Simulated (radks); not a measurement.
All-electron atom: Al VI in [He] 2s2 2p4 (the NIST ground configuration).

Method: scalar-relativistic Kohn-Sham, r2SCAN, spin-polarised, spherical densities, finite nucleus; open shells are filled with parallel spins first; meta-GGA in the generalised Kohn-Sham scheme; Fermi nuclear charge, rms radius 3.061 fm; computed with a radial shooting solver on a logarithmic mesh with Libxc functionals.

Energy parts (hartree):
total: -230.70118
kinetic: 231.28432
electron-nucleus: -519.38989
Hartree: 72.98795
exchange-correlation: -15.58356

Orbitals (lengths in bohr, moments of r in powers of bohr; <r^-3> diverges for s and p1/2):
orbital	occ.	eigenvalue (hartree)	<r^-3>	<r^4>	<r>	<1/r>
1s up	1	-60.68165	-	0.0009824	0.1201	12.63
1s down	1	-60.51764	-	0.0009665	0.1198	12.66
2s up	1	-8.05987	-	0.2796	0.5803	2.527
2s down	1	-7.74760	-	0.2986	0.5888	2.479
2p up	3	-6.67488	43.63	0.2541	0.5337	2.424
2p down	1	-6.30599	42.02	0.2831	0.5462	2.380

The highest occupied level is 2p down at -171.59 eV. Summed over all electrons, <r^2> = 2.272 bohr^2, which gives a Langevin (diamagnetic) susceptibility term of -1.8 x 10^-6 cm^3/mol. The density falls to 0.001 e/bohr^3 at r = 1.71 bohr. For comparison, the ionisation energy in NIST's Atomic Spectra Database is 190.49 eV (semi-empirical). In exact Kohn-Sham theory the highest level is minus the ionisation energy, but local and semilocal functionals leave it too shallow, through self-interaction and a potential that decays too fast; potentials with the right tail come closer. Spin moment in Bohr magnetons: 2.
